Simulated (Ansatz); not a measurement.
Be4S4⁺. The state is a doublet with charge 1. Geometry PBE-D4/def2-SVP; atoms count from 1.

Cartesian coordinates in Å:
```
Be 1.194 -0.794 -0.163
Be -1.122 -0.684 -0.414
Be -0.149 0.494 1.349
Be -0.249 1.197 -1.241
S 0.292 -0.527 -2.013
S -0.209 -1.609 1.186
S -1.631 1.315 0.150
S 1.874 0.609 1.147
```

Another isomer (doublet) lies 0.12 eV lower at PBE0-D4/def2-TZVP; other spin states weren't run for this one.

Q: Estimate the Mulliken populations from the PBE0/def2-TZVP orbitals of Ansatz.

A: 
```tsv
atom	charge (e)	spin (α − β)
Be1	0.23	-0.03
Be2	0.33	0.01
Be3	0.23	-0.03
Be4	0.20	0.00
S5	-0.02	0.01
S6	-0.01	0.22
S7	-0.02	0.02
S8	0.07	0.80
```
Mulliken values depend strongly on the basis.

Q: Where does the spin sit?

A: Summed by element: Be -0.05, S 1.05, of 1 unpaired in all. Largest on single atoms: S8 0.80, S6 0.22, Be1 -0.03.

Q: And the Mayer bond orders between heavy atoms (over 0.3)?

A: Be1–S5 0.78 (2.08 Å); Be1–S6 0.75 (2.11 Å); Be1–S8 0.86 (2.04 Å); Be2–S5 0.67 (2.14 Å); Be2–S6 0.82 (2.06 Å); Be2–S7 0.67 (2.14 Å); Be3–S6 0.75 (2.11 Å); Be3–S7 0.78 (2.08 Å); Be3–S8 0.86 (2.04 Å); Be4–S5 1.10 (1.96 Å); Be4–S7 1.10 (1.97 Å).
